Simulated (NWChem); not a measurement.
Molecule: C$_{2}$H$_{6}$N, doublet; SMILES C[CH]N

```xyz
9

C      0.1914     1.2521    -0.0154
C     -0.5233    -0.0529     0.1236
N      0.2184    -1.2264    -0.1077
H     -0.4574     2.0817     0.2856
H      1.0890     1.2903     0.6208
H      0.5293     1.4547    -1.0485
H     -1.5613    -0.1174    -0.1968
H      1.1336    -1.2205     0.3358
H     -0.2748    -2.0775     0.1436
```
Atoms are numbered in this order, from 1.

Results from NWChem. Spin-unrestricted. Structure relaxed at the B3LYP/6-31G* (spherical d), spin-unrestricted level. No stability test was run on the SCF state. Fermi-contact couplings, non-relativistic, static geometry.

For level B3LYP/IGLO-III:

```yaml
A(iso) 13C atom 1 (MHz): -13.4
A(iso) 1H atom 5 (MHz): 38.3
A(iso) 1H atom 7 (MHz): -24.0
A(iso) 1H atom 8 (MHz): 16.6
```

**Question.** What are these values for level TPSSh/IGLO-III?

**Answer.** 
* **A(iso) 13C atom 1 (MHz)**: -18.6
* **A(iso) 1H atom 5 (MHz)**: 36.6
* **A(iso) 1H atom 7 (MHz)**: -22.1
* **A(iso) 1H atom 8 (MHz)**: 18.0
